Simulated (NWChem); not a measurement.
All runs are NWChem calculations. System: Cu$_{2}$, charge 0, spin multiplicity 1, at a geometry optimised with PBE/def2-SVP. The structure started from a generated list of species. Level: CIS/def2-SVPD.

Part of the output:

```
             Northwest Computational Chemistry Package (NWChem) 7.3.0
             --------------------------------------------------------

                                NWChem Input Module
                                -------------------

 Scaling coordinates for geometry "geometry" by  1.889725989
 (inverse scale =  0.529177249)

 Turning off AUTOSYM since
 SYMMETRY directive was detected!

                             Geometry "geometry" -> ""
                             -------------------------

 Output coordinates in angstroms (scale by  1.889725989 to convert to a.u.)

  No.       Tag          Charge          X              Y              Z
 ---- ---------------- ---------- -------------- -------------- --------------
    1 Cu                  29.0000     0.00000000     0.00000000     1.07654100
    2 Cu                  29.0000     0.00000000     0.00000000    -1.07654100

 Effective nuclear repulsion energy (a.u.)     206.6981500977

            Nuclear Dipole moment (a.u.)
            ----------------------------
        X                 Y               Z
 ---------------- ---------------- ----------------
     0.0000000000     0.0000000000     0.0000000000

      Symmetry information
      --------------------

 Group name             D2h
 Group number             26
 Group order               8
 No. of unique centers     1

      Symmetry unique atoms

     1


 Summary of "ao basis" -> "" (spherical)
 ------------------------------------------------------------------------------
       Tag                 Description            Shells   Functions and Types
 ---------------- ------------------------------  ------  ---------------------
 *                         def2-svpd                  on all atoms

  xc_inp: hfexch multiplicative factor not found.

                                 NWChem DFT Module
                                 -----------------

 Summary of "ao basis" -> "ao basis" (spherical)
 ------------------------------------------------------------------------------
       Tag                 Description            Shells   Functions and Types
 ---------------- ------------------------------  ------  ---------------------
 Cu                        def2-svpd                12       34   5s4p2d1f

 Summary of "ao basis" -> "ao basis" (spherical)
 ------------------------------------------------------------------------------
       Tag                 Description            Shells   Functions and Types
[...]
     Occ.   22  ag  ---  Virt.   40  b3u     -0.05172
     Occ.   23  b1g ---  Virt.   31  b2u     -0.05680
     Occ.   23  b1g ---  Virt.   39  b2u     -0.05172
     Occ.   27  b2g ---  Virt.   30  b1u      0.10404
     Occ.   29  ag  ---  Virt.   32  b3u      0.97883
  ----------------------------------------------------------------------------
  Root   4 singlet ag             0.166815898 a.u.                4.5393 eV
  ----------------------------------------------------------------------------
     Transition Moments    X -0.00000   Y -0.00000   Z -0.00000
     Transition Moments   XX -1.02754  XY -0.00000  XZ  0.00000
     Transition Moments   YY -1.02754  YZ -0.00000  ZZ -8.96460
     Dipole Oscillator Strength                    0.0000000000
     Electric Quadrupole                           0.0000005191
     Magnetic Dipole                               0.0000000000
     Total Oscillator Strength                     0.0000005191

          sigma_e =   3.4393 Angstrom
          sigma_h =   1.9026 Angstrom
         |d_h->e| =   0.0000 Angstrom
            d_exc =   3.8384 Angstrom
            d_CD1 =   1.5367 Angstrom
            d_CD2 =  -2.6710 Angstrom
            d_CD3 =   3.8384 Angstrom
     Pearson C.C. =   0.0547

     Occ.   19  ag  ---  Virt.   33  ag      -0.08586
     Occ.   19  ag  ---  Virt.   37  ag      -0.05062
     Occ.   19  ag  ---  Virt.   41  ag      -0.09974
     Occ.   28  b1u ---  Virt.   30  b1u     -0.29241
     Occ.   28  b1u ---  Virt.   36  b1u      0.06107
     Occ.   28  b1u ---  Virt.   38  b1u     -0.11637
     Occ.   29  ag  ---  Virt.   33  ag       0.91484
     Occ.   29  ag  ---  Virt.   37  ag       0.12926
     Occ.   29  ag  ---  Virt.   41  ag       0.11494
  ----------------------------------------------------------------------------
  Root   5 singlet b3g            0.194832442 a.u.                5.3017 eV
  ----------------------------------------------------------------------------
     Transition Moments    X  0.00000   Y  0.00000   Z  0.00000
     Transition Moments   XX -0.00000  XY  0.00000  XZ  0.08219
     Transition Moments   YY -0.00000  YZ  6.59797  ZZ  0.00000
     Dipole Oscillator Strength                    0.0000000000
     Electric Quadrupole                           0.0000017148
     Magnetic Dipole                               0.0000000001
     Total Oscillator Strength                     0.0000017148

          sigma_e =   3.5471 Angstrom
          sigma_h =   1.9623 Angstrom
         |d_h->e| =   0.0000 Angstrom
            d_exc =   4.0354 Angstrom
            d_CD1 =   1.5848 Angstrom
            d_CD2 =  -2.7547 Angstrom
            d_CD3 =   4.0354 Angstrom
     Pearson C.C. =   0.0106

     Occ.   20  b2u ---  Virt.   30  b1u      0.10848
     Occ.   20  b2u ---  Virt.   38  b1u      0.05466
     Occ.   26  b3g ---  Virt.   41  ag       0.05570
     Occ.   29  ag  ---  Virt.   34  b3g     -0.98275
     Occ.   29  ag  ---  Virt.   42  b3g     -0.08067
  ----------------------------------------------------------------------------
  Root   6 singlet b2g            0.194832442 a.u.                5.3017 eV
  ----------------------------------------------------------------------------
     Transition Moments    X  0.00000   Y  0.00000   Z  0.00000
     Transition Moments   XX  0.00000  XY -0.00000  XZ  6.59797
     Transition Moments   YY  0.00000  YZ -0.08219  ZZ -0.00000
     Dipole Oscillator Strength                    0.0000000000
     Electric Quadrupole                           0.0000017148
     Magnetic Dipole                               0.0000000001
     Total Oscillator Strength                     0.0000017148

          sigma_e =   3.5471 Angstrom
          sigma_h =   1.9623 Angstrom
         |d_h->e| =   0.0000 Angstrom
            d_exc =   4.0354 Angstrom
            d_CD1 =   1.5848 Angstrom
            d_CD2 =  -2.7547 Angstrom
            d_CD3 =   4.0354 Angstrom
     Pearson C.C. =   0.0106

     Occ.   21  b3u ---  Virt.   30  b1u     -0.10848
     Occ.   21  b3u ---  Virt.   38  b1u     -0.05466
     Occ.   27  b2g ---  Virt.   41  ag      -0.05570
     Occ.   29  ag  ---  Virt.   35  b2g     -0.98275
     Occ.   29  ag  ---  Virt.   43  b2g     -0.08067

              Target root =      1
          Target symmetry = none
      Ground state energy =  -3277.393638603552
        Excitation energy =      0.115580519834
     Excited state energy =  -3277.278058083718

  stored tddft:energy   -3277.2780580837180

 Task  times  cpu:       10.4s     wall:       10.4s

 Total times  cpu:       10.4s     wall:       10.4s
```

**Question.** Write an NWChem input that would produce this output.

**Answer.** This is not unique; one that fits is 
```
start mol
memory heap 200 mb stack 900 mb global 1100 mb
geometry units angstroms nocenter noautoz
  Cu     0.000000     0.000000     1.076541
  Cu     0.000000     0.000000    -1.076541
  symmetry group D2h
end
basis spherical
  * library def2-svpd
end
dft
  xc hfexch
  semidirect memsize 60000000 filesize 0
  iterations 100
end
tddft
  cis
  nroots 6
  notriplet
  thresh 1e-4
end
task tddft energy
```
